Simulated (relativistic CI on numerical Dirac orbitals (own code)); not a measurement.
Energy levels of Cu¹⁰⁺

These numbers are calculated, not measured: Dirac-Coulomb-Breit CI, orbitals from a KLI potential per configuration, model QED, valence Slater integrals scaled by 0.9, P86 correlation estimate, and configurations built on the next ion tied to the tabulated ionisation energy (semi-empirical) (own radial code, finite nucleus).

Configuration list (outside the closed core [Ne]): 3s2 3p6 3d, 3s2 3p6 4s, 3s2 3p6 4p, 3s2 3p6 4d, 3s2 3p6 5s, 3s2 3p6 4f, 3s2 3p5 3d2, 3s2 3p4 3d3, 3s 3p6 3d2, 3p6 3d3, 3s 3p5 3d3, 3s2 3p5 3d 4s, 3s2 3p6 5p, 3s2 3p4 3d2 4s, 3s2 3p5 3d 4p, 3s2 3p6 5d, 3s2 3p4 3d2 4p, 3s2 3p6 5f, 3s2 3p5 4s2, 3s2 3p6 5g, 3s2 3p5 3d 4d, 3s2 3p4 3d2 4d, 3s2 3p5 4s 4p, 3s 3p5 3d2 4s. Levels of other configurations are missing.

The lowest level is 3s2 3p6 3d 2D_3/2, with 98 % of that term; Hund's rules for 3s2 3p6 3d give 2D with J = 3/2, in agreement.

| No. | Configuration | Term | J | E (cm⁻¹) | % | Next component (%) | Lifetime (s) | jj configuration (%) |
| --- | --- | --- | --- | --- | --- | --- | --- | --- |
| 1 | 3s2 3p6 3d | 2D | 3/2 | 0 | 98 | 2 3s2 3p4 3d3 2D |  | 3d3/2 (98) |
| 2 | 3s2 3p6 3d | 2D | 5/2 | 3998 | 98 | 2 3s2 3p4 3d3 2D | 1.45e+00 | 3d5/2 (98) |
| 3 | 3s2 3p5 3d2‡ | 4D° | 1/2 | 512173 | 99 | 1 3s 3p5 3d3 4D° | 6.13e-07 | 3p3/2^3 3d3/2^2 (58) |
| 4 | 3s2 3p5 3d2‡ | 4D° | 3/2 | 513946 | 97 | 1 4F° | 1.11e-07 | 3p3/2^3 3d3/2 3d5/2 (40) |
| 5 | 3s2 3p5 3d2‡ | 4D° | 5/2 | 516901 | 95 | 3 4F° | 7.56e-08 | 3p3/2^3 3d3/2 3d5/2 (65) |
| 6 | 3s2 3p5 3d2‡ | 4D° | 7/2 | 521213 | 94 | 4 4F° | 1.08e-07 | 3p3/2^3 3d3/2 3d5/2 (38) |
| 7 | 3s2 3p5 3d2‡ | 4G° | 11/2 | 542698 | 99 |  | 3.14e+02 | 3p3/2^3 3d5/2^2 (76) |
| 8 | 3s2 3p5 3d2‡ | 4G° | 9/2 | 543848 | 84 | 13 4F° | 1.00e-01 | 3p3/2^3 3d3/2 3d5/2 (88) |
| 9 | 3s2 3p5 3d2‡ | 4P° | 5/2 | 544404 | 93 | 2 4D° | 6.62e-08 | 3p3/2^3 3d3/2 3d5/2 (52) |
| 10 | 3s2 3p5 3d2‡ | 4G° | 7/2 | 546069 | 71 | 20 4F° | 1.18e-06 | 3p3/2^3 3d3/2^2 (47) |
| 11 | 3s2 3p5 3d2‡ | 4G° | 5/2 | 547822 | 46 | 25 2F° | 1.25e-08 | 3p3/2^3 3d3/2^2 (53) |
| 12 | 3s2 3p5 3d2‡ | 4P° | 3/2 | 549320 | 92 | 4 2P° | 1.41e-07 | 3p3/2^3 3d3/2 3d5/2 (38) |
| 13 | 3s2 3p5 3d2‡ | 4P° | 1/2 | 553629 | 93 | 3 2P° | 1.48e-06 | 3p3/2^3 3d3/2 3d5/2 (54) |
| 14 | 3s2 3p5 3d2‡ | 4F° | 3/2 | 555211 | 57 | 34 2D° | 1.92e-09 | 3p3/2^3 3d3/2^2 (56) |
| 15 | 3s2 3p5 3d2‡ | 2D° | 5/2 | 559485 | 58 | 17 4F° | 3.76e-09 | 3p3/2^3 3d5/2^2 (54) |
| 16 | 3s2 3p5 3d2‡ | 4F° | 9/2 | 560125 | 80 | 10 2G° | 5.55e-03 | 3p3/2^3 3d5/2^2 (66) |
| 17 | 3s2 3p5 3d2‡ | 4F° | 7/2 | 561953 | 52 | 17 4G° | 1.63e-08 | 3p3/2^3 3d3/2 3d5/2 (63) |
| 18 | 3s2 3p5 3d2‡ | 2F° | 5/2 | 564200 | 59 | 16 4G° | 7.07e-10 | 3p3/2^3 3d3/2 3d5/2 (38) |
| 19 | 3s2 3p5 3d2‡ | 4F° | 3/2 | 566427 | 36 | 31 2P° | 2.66e-09 | 3p3/2^3 3d3/2 3d5/2 (45) |
| 20 | 3s2 3p5 3d2‡ | 4F° | 5/2 | 567984 | 42 | 24 4G° | 2.74e-08 | 3p1/2 3p3/2^4 3d3/2 3d5/2 (47) |
| 21 | 3s2 3p5 3d2‡ | 2F° | 7/2 | 568707 | 72 | 17 4F° | 1.10e-09 | 3p3/2^3 3d3/2 3d5/2 (45) |
| 22 | 3s2 3p5 3d2‡ | 2P° | 1/2 | 570882 | 95 | 3 4P° | 1.19e-09 | 3p3/2^3 3d5/2^2 (69) |
| 23 | 3s2 3p5 3d2‡ | 2F° | 7/2 | 582539 | 76 | 16 2G° | 4.29e-10 | 3p3/2^3 3d3/2^2 (41) |
| 24 | 3s2 3p5 3d2‡ | 2H° | 11/2 | 583578 | 99 |  | 1.44e-01 | 3p3/2^3 3d3/2 3d5/2 (76) |
| 25 | 3s2 3p5 3d2‡ | 2P° | 3/2 | 585245 | 55 | 37 2D° | 2.82e-09 | 3p1/2 3p3/2^4 3d5/2^2 (53) |
| 26 | 3s2 3p5 3d2‡ | 2G° | 7/2 | 588728 | 63 | 23 2F° | 4.83e-09 | 3p1/2 3p3/2^4 3d3/2 3d5/2 (53) |
| 27 | 3s2 3p5 3d2‡ | 2G° | 9/2 | 594834 | 69 | 21 2H° | 2.98e-03 | 3p1/2 3p3/2^4 3d5/2^2 (50) |
| 28 | 3s2 3p5 3d2‡ | 4D° | 7/2 | 598196 | 90 | 7 2F° | 5.30e-08 | 3p3/2^3 3d5/2^2 (51) |
| 29 | 3s2 3p5 3d2‡ | 4D° | 5/2 | 598886 | 86 | 10 2D° | 2.89e-09 | 3p3/2^3 3d3/2 3d5/2 (66) |
| 30 | 3s2 3p5 3d2‡ | 2H° | 9/2 | 600002 | 67 | 29 2G° | 4.06e-03 | 3p1/2 3p3/2^4 3d3/2 3d5/2 (62) |

Energies count from the lowest computed level; ° marks odd parity; lifetimes are radiative, by E1, M1, E2, M2, E3 decay to levels of this space only. Filled j subshells are mostly left out of the jj labels. ‡ marks configurations that were not tied to measured data.

The mean weight of the leading LS term, summed over parents, in these 30 levels is 77 %, and that of the leading jj configuration (from the same eigenvectors) 58 %, so LS coupling describes them better.

Configurations that consist of the next ion and one excited electron were tied to the tabulated ionisation energy; Rydberg ones are usually within 1,000 to 3,000 cm⁻¹ and the lowest ones within about 6,000 (9,000 in d shells), while levels on excited terms of the next ion carry the error of that term, and the other configurations can be misplaced by 10,000 cm⁻¹ or more. Rates follow the energies as ν³ (E1, M1) or ν⁵ (E2), so rates, branching and lifetimes can be off by large factors.

LS names give the leading component of a level, which can be under half, so a name can repeat, a term be missing and a line seem to break the LS rules.
